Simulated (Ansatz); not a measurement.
Si₈Sn₂H₁₈⁺, an alloyed cluster cut from the lattice of silicon (2 Sn, side). Total charge 1; doublet. Geometry PBE0-D4/def2-SVP, that of the neutral singlet; atoms count from 1.

```xyz
28

Sn   -1.053   -1.248    2.722
Si   -2.057    2.899    2.057
Si    1.509   -2.640   -0.067
Si    2.898   -0.427   -2.812
Si    0.303    0.997   -0.351
Si   -0.303   -1.186    0.259
Si   -1.542    2.441   -0.185
Sn   -2.939    0.748    3.159
Si    1.056    1.008   -2.574
Si    2.179   -2.604   -2.315
H    -1.660   -2.805    3.121
H     0.327   -0.955    3.702
H    -3.059    4.007    2.163
H    -0.806    3.328    2.759
H     1.143   -4.024    0.372
H     2.642   -2.160    0.788
H     3.470   -0.346   -4.193
H     3.958   -0.028   -1.832
H     1.402    1.467    0.555
H    -1.443   -1.604   -0.620
H    -2.711    1.773   -0.841
H    -1.253    3.708   -0.931
H    -4.421    0.300    2.416
H    -3.234    0.980    4.836
H    -0.062    0.511   -3.438
H     1.394    2.405   -2.996
H     1.003   -2.939   -3.180
H     3.262   -3.606   -2.574
```

In the def2 sets Sn takes a core potential; there is no spin–orbit coupling.

(1) Estimate the Mulliken populations from the PBE0/def2-SVP orbitals of Ansatz.

(2) Where does the spin sit?

(3) And the Mayer bond orders between bonded heavy atoms (over 0.3)?

Results:

(1) 
| atom | charge (e) | spin (α − β) |
| --- | --- | --- |
| Sn1 | 0.30 | 0.24 |
| Si2 | 0.00 | 0.01 |
| Si3 | 0.08 | 0.12 |
| Si4 | 0.05 | 0.01 |
| Si5 | -0.14 | 0.04 |
| Si6 | -0.15 | 0.17 |
| Si7 | 0.08 | 0.05 |
| Sn8 | 0.25 | 0.14 |
| Si9 | 0.09 | 0.07 |
| Si10 | 0.06 | 0.07 |
| H11 | -0.01 | -0.01 |
| H12 | -0.02 | -0.01 |
| H13 | 0.04 | 0.04 |
| H14 | 0.01 | 0.00 |
| H15 | 0.03 | -0.01 |
| H16 | 0.02 | -0.01 |
| H17 | 0.04 | 0.03 |
| H18 | 0.01 | 0.00 |
| H19 | 0.05 | 0.00 |
| H20 | 0.06 | -0.01 |
| H21 | 0.01 | 0.00 |
| H22 | 0.03 | 0.00 |
| H23 | -0.02 | 0.00 |
| H24 | 0.01 | 0.04 |
| H25 | 0.01 | 0.00 |
| H26 | 0.03 | 0.00 |
| H27 | 0.02 | 0.00 |
| H28 | 0.04 | 0.03 |
Mulliken values and Mayer orders depend strongly on the basis.

(2) Summed by element: Sn 0.38, Si 0.54, H 0.08, of 1 unpaired in all. Largest on single atoms: Sn1 0.24, Si6 0.17, Sn8 0.14.

(3) Sn1–Si6 0.75 (2.58 Å); Sn1–Sn8 0.74 (2.78 Å); Si2–Si7 0.94 (2.35 Å); Si2–Sn8 0.91 (2.57 Å); Si3–Si6 0.87 (2.35 Å); Si3–Si10 0.88 (2.35 Å); Si4–Si9 0.93 (2.35 Å); Si4–Si10 0.94 (2.35 Å); Si5–Si6 0.98 (2.35 Å); Si5–Si7 0.88 (2.35 Å); Si5–Si9 0.86 (2.35 Å).
